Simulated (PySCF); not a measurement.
# A small calculation by hand: oscillator strength and radiative lifetime

HSSi, SMILES [Si]=[SH+] (connectivity only; charge and spin as stated), charge +1, multiplicity 1.

The structure is a stationary point at PBE0-D3(BJ)/def2-TZVP. The isomer is the one that the SMILES or the coordinates give; other isomers of the formula were not compared.

TDA-PBE0/def2-TZVPD in PySCF puts the first singlet state with f over 0.02 at 4.02 eV (vertical), with the transition dipole (-0.537, 0.086, 0.000) in atomic units.

Task: Find the oscillator strength, the wavelength and the radiative lifetime that this transition would have in vacuum if emission retraced absorption.

Result: 
|μ|² = 0.2958 au, so |μ| = 1.38 D. ΔE = 4.02/27.211 = 0.1477 hartree. f = (2/3) ΔE |μ|² = 0.029 (the program prints 0.029).
λ = 1239.84/4.02 = 308 nm; ν = 32423 cm⁻¹.
Einstein's coefficient A = 0.6670 ν² f s⁻¹ (ν in cm⁻¹) = 2.0e7 s⁻¹, so τ = 1/A = 49 ns. This state is S2; the lower singlet has f = 0.000. The figure is the radiative limit of this one transition; relaxation, internal conversion, crossing to triplets and a medium change what is measured.
